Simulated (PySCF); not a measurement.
C3H9ClSi, singlet, at a GFN2-xTB geometry; DF-M062X/6-311++G** (PySCF).

Here is a job for PySCF.
```python
from pyscf import gto, scf, dft
import numpy

mol = gto.Mole()
mol.atom = '''
    C    -0.749786    1.596724   -0.367297
    Si    0.169352    0.115071    0.399601
    C     1.634702   -0.411308   -0.697683
    C    -1.021455   -1.344569    0.682118
    Cl    0.909135    0.694425    2.215661
    H    -1.167217    1.342949   -1.336705
    H    -1.567859    1.925730    0.267133
    H    -0.085296    2.444611   -0.507256
    H     2.175572   -1.246087   -0.260960
    H     1.299491   -0.716841   -1.683894
    H     2.342599    0.402248   -0.828328
    H    -1.449671   -1.691182   -0.253232
    H    -1.842562   -1.063858    1.335576
    H    -0.512381   -2.186409    1.142728
'''
mol.basis = '6-311++g**'
mol.charge = 0
mol.spin = 0
mol.verbose = 4
mol.build()
print('smallest overlap eigenvalue', numpy.linalg.eigvalsh(mol.intor('int1e_ovlp'))[0])

mf = dft.RKS(mol)
mf.xc = 'm062x'
mf = mf.density_fit(auxbasis='def2-universal-jkfit')
mf = scf.addons.remove_linear_dep_(mf, threshold=1e-5, lindep=1e-5)
mf.kernel()
mf.analyze()
```

Write the output that PySCF gives for this input, abridged.


```
PySCF version 2.14.0

[INPUT] verbose = 4
[INPUT] num. atoms = 14
[INPUT] num. electrons = 58
[INPUT] charge = 0
[INPUT] spin (= nelec alpha-beta = 2S) = 0
[INPUT] symmetry False subgroup None
[INPUT] Mole.unit = angstrom
[INPUT] Symbol           X                Y                Z      unit          X                Y                Z       unit  Magmom
[...]
nuclear repulsion = 298.106757749247
number of shells = 103
number of NR pGTOs = 287
number of NR cGTOs = 189
basis = 6-311++g**
ecp = {}
input.py:31: DeprecationWarning: remove_linear_dep_ is deprecated and will be removed in a future release. Linear dependency handling is now built into the SCF procedure by default. Linear dependency removal can be controlled using the following settings:
  pyscf.scf.hf.remove_overlap_zero_eigenvalue = True
  pyscf.scf.hf.overlap_zero_eigenvalue_threshold = 1e-6

  mf = scf.addons.remove_linear_dep_(mf, threshold=1e-5, lindep=1e-5)
smallest overlap eigenvalue 6.370294596667512e-05
Applying remove_linear_dep_ on SCF object.
Using canonical orthogonalization with threshold 1e-05

******** <class 'pyscf.df.df_jk.DFRKS'> ********
method = DFRKS
initial guess = minao
damping factor = 0
level_shift factor = 0
DIIS = <class 'pyscf.scf.diis.CDIIS'>
diis_start_cycle = 1
diis_space = 8
diis_damp = 0
SCF conv_tol = 1e-09
SCF conv_tol_grad = None
SCF max_cycles = 50
direct_scf = False
XC library pyscf.dft.libxc version 7.1.2
    S. Lehtola, C. Steigemann, M. J. T. Oliveira, and M. A. L. Marques,  SoftwareX 7, 1–5 (2018)
XC functionals = m062x
    Y. Zhao and D. G. Truhlar,  Theor. Chem. Acc. 120, 215 (2008)
    Y. Zhao and D. G. Truhlar,  Theor. Chem. Acc. 120, 215 (2008)
radial grids:
    Treutler-Ahlrichs [JCP 102, 346 (1995); DOI:10.1063/1.469408] (M4) radial grids

becke partition: Becke, JCP 88, 2547 (1988); DOI:10.1063/1.454033
pruning grids: <function nwchem_prune>
grids dens level: 3
symmetrized grids: False
atomic radii adjust function: <function treutler_atomic_radii_adjust>
small_rho_cutoff = 0
Set gradient conv threshold to 3.16228e-05
Initial guess from minao.
tot grids = 168688
******** <class 'pyscf.df.df.DF'> ********
auxbasis = def2-universal-jkfit
init E= -869.710214120357
[...]
cycle= 1 E= -869.424576415804  delta_E= 0.286  |g|= 0.433  |ddm|= 2.98
[...]
cycle= 2 E= -869.445136845501  delta_E= -0.0206  |g|= 0.333  |ddm|= 0.835
[...]
cycle= 3 E= -869.470558265582  delta_E= -0.0254  |g|= 0.0249  |ddm|= 0.336
[...]
cycle= 4 E= -869.470714990816  delta_E= -0.000157  |g|= 0.00979  |ddm|= 0.0452
[...]
cycle= 5 E= -869.470739026106  delta_E= -2.4e-05  |g|= 0.00265  |ddm|= 0.018
[...]
cycle= 6 E= -869.470740768917  delta_E= -1.74e-06  |g|= 0.000514  |ddm|= 0.00469
[...]
cycle= 7 E= -869.470740843925  delta_E= -7.5e-08  |g|= 0.000174  |ddm|= 0.00118
[...]
cycle= 8 E= -869.470740852822  delta_E= -8.9e-09  |g|= 2.81e-05  |ddm|= 0.000409
[...]
cycle= 9 E= -869.470740853033  delta_E= -2.1e-10  |g|= 3.9e-06  |ddm|= 9.34e-05
[...]
Extra cycle  E= -869.470740853037  delta_E= -4.55e-12  |g|= 2.1e-06  |ddm|= 1.69e-05
converged SCF energy = -869.470740853037
**** SCF Summaries ****
Total Energy =                        -869.470740853037228
Nuclear Repulsion Energy =             298.106757749247322
One-electron Energy =                -1789.608020681729158
Two-electron Energy =                  622.030522079444609
Two-electron Coulomb Energy =          690.848527292479275
DFT Exchange-Correlation Energy =      -68.818005213034610
HOMO-LUMO gap [eV] =                     9.371164495819063
**** MO energy ****
[...]
 ** Mulliken pop on meta-lowdin orthogonal AOs  **
 ** Mulliken pop  **
 ** Mulliken atomic charges  **
charge of    0C =     -0.59942
charge of    1Si =      0.94556
charge of    2C =     -0.59935
charge of    3C =     -0.59931
charge of    4Cl =     -0.31442
charge of    5H =      0.12783
charge of    6H =      0.13058
charge of    7H =      0.13056
charge of    8H =      0.13051
charge of    9H =      0.12786
charge of   10H =      0.13065
charge of   11H =      0.12785
charge of   12H =      0.13058
charge of   13H =      0.13052
Dipole moment(X, Y, Z, Debye): -0.78081, -0.61207, -1.91910
```
